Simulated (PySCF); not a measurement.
## Spin states of CaO

Unrestricted PBE0; Ca 6-31G(d,p), O 6-31G(d,p); no relativity (PySCF 2.14). Outer shells of the fragments: Ca 4s2; O 2s2 2p4.

Followed along the bond (rough minima from three points):

| 2Ms+1 | unpaired | ⟨S²⟩ at the start | R at minimum (Å) | Te (eV) |
| --- | --- | --- | --- | --- |
| 1 | none | 0.00 | 1.80 | 0.00 |
| 3 | σ ↑, π ↑ | 2.00 | 2.05 | 0.92 |
| 1 | σ ↓, π ↑ | 1.01 | 2.05 | 0.93 |

Solutions found at the starting distance of 2.190 Å, counted from the lowest of them; the search is not exhaustive and high or unbound solutions are not listed, so other states can lie among these:

```tsv
2Ms+1	unpaired	term	E (eV)	⟨S²⟩	⟨Lz²⟩	μ (D)
3	σ ↑, π ↑	³Π	0.00	2.00	1.01	-3.64
1	σ ↓, π ↑	mixed	0.02	1.01	1.01	-3.65
1	none	¹Σ⁺	0.22	0.00	0.00	-9.63
3	π ↑↑	mixed	1.70	2.00	2.01	-3.21
1	π ↑↓	mixed	1.73	1.01	2.01	-3.21
3	π ↑↑	mixed	1.74	2.00	2.01	-3.22
3	π ↑, δ ↑	mixed	2.19	2.00	5.01	-7.27
1	π ↑, δ ↓	mixed	2.19	1.01	5.01	-7.23
3	π ↑, δ ↑	mixed	2.19	2.00	4.96	-7.23
```

A term symbol is given only where ⟨S²⟩ and ⟨Lz²⟩ are close to those of a pure state; real π, δ and φ orbitals otherwise mix terms. A positive dipole means Ca(−)O(+).

Q: Compare the gap between the two lowest followed solutions at the starting distance with the gap between their minima.

A: At PBE0 the second solution (triplet, unpaired electrons σ ↑, π ↑) lies -0.22 eV from the first (singlet, closed shell) at 2.190 Å and +0.92 eV at the minima; the two curves relax by different amounts, since their minima lie near 2.05 and 1.80 Å.

Counting both spins, an empty level lies below a filled one in some of these solutions, because spin and occupation are held.
